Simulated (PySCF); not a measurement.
disiloxane anion (H6OSi2), SMILES O([SiH3])[SiH3] (connectivity only; charge and spin as stated), charge -1, multiplicity 2. Atoms are numbered in the order given.

```xyz
9

Si     1.4983    -0.2356    -0.0766
O     -0.1088    -0.2691     0.6855
Si    -1.3842     0.2810    -0.2094
H      0.7688     0.1240    -1.4592
H      2.1062     1.1246     0.2400
H      2.0774    -1.1057     1.0865
H     -2.5820     0.1838     0.7098
H     -1.7635    -0.5323    -1.4175
H     -1.3338     1.7214    -0.6386
```
Charge -1, spin multiplicity 2.

Geometry: PBE0-D3(BJ)/def2-SVPD. The spin state was assumed, not searched.

These are ωB97X/def2-TZVPD run with PySCF values and carry that method's errors.

Mulliken values depend strongly on the basis, most of all with diffuse functions as here. ESP charges are fitted to the potential on shells at 1.4 to 2.0 van der Waals radii. Atomic charges (e):

```
atom  ESP fit  meta-Löwdin  Mulliken spin
----  -------  -----------  -------------
Si1     -0.46         0.23           0.50
O2      -0.23        -0.87           0.07
Si3      0.43         0.74           0.09
H4      -0.13        -0.22           0.14
H5      -0.03        -0.17           0.04
H6      -0.12        -0.20           0.14
H7      -0.21        -0.17           0.00
H8      -0.12        -0.16           0.01
H9      -0.13        -0.16           0.01
```
